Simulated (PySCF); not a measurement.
## Nuclear quadrupole coupling in [Al(OH)4]-

Compound: [Al(OH)4]- (charge -1).
Geometry (PBE0-D3(BJ)/def2-SVP, Å), atoms numbered from 1 in this order:
```
atom  x, y, z in Å
Al1    0.0131   -0.0078    0.0001
O2    -0.0148    0.1284    1.7718
H3    -0.7892    0.6377    2.0239
O4     1.7290   -0.0762   -0.4598
H5     2.2453    0.3415    0.2343
O6    -0.9298    1.3700   -0.6097
H7    -1.3539    1.1072   -1.4304
O8    -0.7304   -1.4619   -0.7016
H9    -0.0366   -2.1084   -0.8543
```

Field gradients from the PBE0/pcSseg-1 (pcSseg-2 on Al) density (PySCF, non-relativistic), principal values in atomic units, ordered |Vxx| ≤ |Vyy| ≤ |Vzz|:

| atom | Vxx | Vyy | Vzz |
| --- | --- | --- | --- |
| Al1 | -0.0590 | -0.0622 | 0.1212 |
| O2 | -0.5316 | -1.0556 | 1.5873 |
| O4 | -0.5304 | -1.0574 | 1.5878 |
| O6 | -0.5327 | -1.0543 | 1.5870 |
| O8 | -0.5322 | -1.0540 | 1.5863 |

Task: Find the asymmetry η = (Vxx − Vyy)/Vzz and the couplings χ = eQV/h (234.96 MHz × Q in barn × V in au), with Q(27Al) = 0.1466 b, Q(17O) = −0.0256 b.

Result: 
```
atom                environment  nucleus     η  χzz (MHz)  χxx (MHz)  χyy (MHz)
 Al1    aluminium bonded to 4 O     27Al  0.03      4.176     -2.032     -2.144
  O2  oxygen bonded to Al and H      17O  0.33      -9.55       3.20       6.35
  O4  oxygen bonded to Al and H      17O  0.33      -9.55       3.19       6.36
  O6  oxygen bonded to Al and H      17O  0.33      -9.55       3.20       6.34
  O8  oxygen bonded to Al and H      17O  0.33      -9.54       3.20       6.34
```

The gradient is axial or nearly so (η below 0.05) at Al1. 

Task: What is Vzz at O6 in SI units (1 au = 9.71736 × 10²¹ V/m²)?

Result: 1.5870 au = 15.421 × 10²¹ V/m².

Task: What couplings would deuterons (Q(2H) = 0.00286 b) have in place of the hydrogens, at this geometry?

Result: 
```csv
atom,bonded to,bond length (Å),Vzz (au),η,χzz (kHz)
H3,O2,0.961,0.5073,0.04,341
H5,O4,0.961,0.5072,0.04,341
H7,O6,0.961,0.5075,0.04,341
H9,O8,0.961,0.5072,0.04,341
```

Isolated species at its PBE0-D3(BJ)/def2-SVP geometry, gas phase. The pcSseg-1 basis has no diffuse functions, a weakness for an anion. The small basis limits the accuracy of the gradients.
